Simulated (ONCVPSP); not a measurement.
**How hard is this Er (Z = 68) ONCV potential?**

erbium (Er), optimised norm-conserving Vanderbilt (ONCV), made with ONCVPSP 4.0.1 (LDA (Perdew-Zunger), scalar-relativistic). Core [Kr] 4d10, reference 4f11 5s2 5p6 5d1 6s2. Waves: 5s+6s: rc 2.25 bohr, ncon 4, nbas 9, qcut 5.6 1/bohr, 2 projectors; 5p: rc 2.20 bohr, ncon 5, nbas 8, qcut 5.9 1/bohr, 2 projectors, debl 2.2 Ha; 5d: rc 3.05 bohr, ncon 3, nbas 8, qcut 4 1/bohr, 2 projectors, debl 1.1 Ha; 4f: rc 1.35 bohr, ncon 4, nbas 9, qcut 13.7 1/bohr, 2 projectors, debl 3.4 Ha. Local part: polynomial inside 1.30 bohr (lpopt 5, dvloc0 3 Ha). Core correction: none.

Problem. For each optimised wave give the share of its norm inside rc, the residual kinetic energy above qcut (Ha) and the cutoffs (Ha) for errors of 10, 1, 0.1 and 0.01 mHa per electron.

Solution.

| wave | norm inside rc | residual KE | 10 mHa | 1 mHa | 0.1 mHa | 0.01 mHa |
| --- | --- | --- | --- | --- | --- | --- |
| 5s | 0.980 | 8.4e-07 | 3.8 | 9.3 | 11.9 | 13.7 |
| 6s | 0.098 | 2.2e-06 | 2.9 | 8.9 | 12.1 | 14.3 |
| 5p | 0.911 | 2.8e-05 | 6.1 | 8.3 | 15.2 | 33.4 |
| p projector 2 | 0.129 | 6.5e-05 | 6.0 | 9.9 | 16.6 | 38.1 |
| 5d | 0.652 | 3.1e-05 | 4.8 | 6.3 | 7.4 | 17.1 |
| d projector 2 | 0.215 | 3.9e-04 | 6.0 | 7.4 | 11.9 | 34.1 |
| 4f | 0.905 | 2.9e-06 | 67.6 | 76.6 | 83.8 | 89.4 |
| f projector 2 | 0.108 | 1.0e-05 | 67.5 | 78.4 | 86.5 | 96.2 |

The occupied waves need 77 Ha and 84 Ha for 1 and 0.1 mHa. Note: no bound ghost flagged; GHOST(+) flagged for s at 87.7 eV, d at 206.4 eV. 3 of 4 tests not solved or not reliable.
